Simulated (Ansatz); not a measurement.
C₆H₁₅AsO₃⁺, that is As(OEt)3 with one electron fewer. Total charge 1; doublet. Geometry r2SCAN-D4/def2-SVP, that of the neutral singlet; atoms count from 1.

```xyz
25

As   -0.311   -0.349   -0.967
O     0.323    1.306   -0.733
C     1.442    1.714   -1.516
C     1.751    3.156   -1.178
H     2.314    1.069   -1.292
H     1.224    1.611   -2.601
H     2.615    3.516   -1.758
H     0.885    3.798   -1.402
H     1.982    3.253   -0.106
O     0.998   -1.148   -0.049
C     0.879   -2.544    0.214
C     2.137   -2.997    0.922
H    -0.010   -2.734    0.846
H     0.742   -3.114   -0.730
H     2.088   -4.073    1.152
H     3.021   -2.812    0.292
H     2.264   -2.441    1.863
O    -1.449   -0.277    0.410
C    -2.663    0.449    0.241
C    -3.486    0.288    1.501
H    -2.441    1.518    0.059
H    -3.230    0.074   -0.638
H    -4.436    0.840    1.420
H    -3.710   -0.774    1.681
H    -2.929    0.673    2.369
```

(1) Estimate the Mulliken populations from the PBE0/def2-TZVP orbitals of Ansatz.

(2) Where does the spin sit?

(3) And the Mayer bond orders between heavy atoms (over 0.3)?

Answers

(1) 
| atom | charge (e) | spin (α − β) |
| --- | --- | --- |
| As1 | 0.88 | 0.20 |
| O2 | -0.25 | 0.23 |
| C3 | -0.11 | -0.01 |
| C4 | -0.36 | 0.01 |
| H5 | 0.15 | 0.00 |
| H6 | 0.15 | 0.03 |
| H7 | 0.16 | 0.00 |
| H8 | 0.15 | 0.00 |
| H9 | 0.15 | 0.00 |
| O10 | -0.25 | 0.23 |
| C11 | -0.11 | -0.01 |
| C12 | -0.36 | 0.01 |
| H13 | 0.15 | 0.00 |
| H14 | 0.15 | 0.03 |
| H15 | 0.16 | 0.00 |
| H16 | 0.15 | 0.00 |
| H17 | 0.15 | 0.00 |
| O18 | -0.25 | 0.23 |
| C19 | -0.11 | -0.01 |
| C20 | -0.36 | 0.01 |
| H21 | 0.15 | 0.00 |
| H22 | 0.15 | 0.03 |
| H23 | 0.16 | 0.00 |
| H24 | 0.15 | 0.00 |
| H25 | 0.15 | 0.00 |
Mulliken values depend strongly on the basis.

(2) Summed by element: As 0.20, O 0.69, C 0.01, H 0.10, of 1 unpaired in all. Largest on single atoms: O2 0.23, O18 0.23, O10 0.23.

(3) As1–O2 1.06 (1.79 Å); As1–O10 1.06 (1.79 Å); As1–O18 1.06 (1.79 Å); O2–C3 0.91 (1.42 Å); C3–C4 1.04 (1.51 Å); O10–C11 0.91 (1.42 Å); C11–C12 1.04 (1.51 Å); O18–C19 0.91 (1.42 Å); C19–C20 1.04 (1.51 Å).
